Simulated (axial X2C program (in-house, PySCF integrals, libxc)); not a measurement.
**Basis sets for SeN**

Computed with an in-house all-electron X2C program for linear molecules (integrals from PySCF), spin-free (one-electron X2C) or two-component (2c: spin–orbit coupling with atomic mean-field Coulomb and Gaunt terms, which also bring small scalar terms), in Dyall basis sets with cores contracted in-house; open shells are unrestricted.

```json
{"Hamiltonian": "spin-free", "level": "PBE0", "Dyall basis": "Se cv3z, N av3z", "state": "M_S = 1/2, Λ = 1", "Re (Å)": "1.636", "ωe (cm⁻¹)": "1016.0", "De (eV)": "3.66"}
{"Hamiltonian": "2c", "level": "HF", "Dyall basis": "Se cv3z, N av3z", "state": "Ω = 1/2", "Re (Å)": "1.736", "ωe (cm⁻¹)": "691.3", "De (eV)": "n/a"}
```

In the other basis sets:

| Hamiltonian | level | Dyall basis | state | Re (Å) | ωe (cm⁻¹) | De (eV) |
| --- | --- | --- | --- | --- | --- | --- |
| spin-free | PBE0 | Se v4z, N v4z | M_S = 1/2, Λ = 1 | 1.636 | 1017.8 | 3.67 |
| 2c | HF | Se v4z, N v4z | Ω = 1/2 | 1.734 | 693.9 | n/a |

Q: How far does the basis move Re and ωe?

A: PBE0 spin-free, Se cv3z, N av3z to Se v4z, N v4z: ΔRe 0.000 Å, Δωe 1.8 cm⁻¹; HF 2c, Se cv3z, N av3z to Se v4z, N v4z: ΔRe -0.002 Å, Δωe 2.6 cm⁻¹.

Each entry is the lowest single determinant of a limited PBE0 search at one distance. De goes to single-determinant-based atoms at the same level (for ions the charge split of lowest energy) and is withheld (n/a) where an atom does not fit its ground term or J level. Main or longest-lived isotopes. One determinant is a doubtful description, or other states lie close, for SeN; these need not be ground states, and all values refer to the states named. The functionals have no current term, which raises determinants with orbital currents.
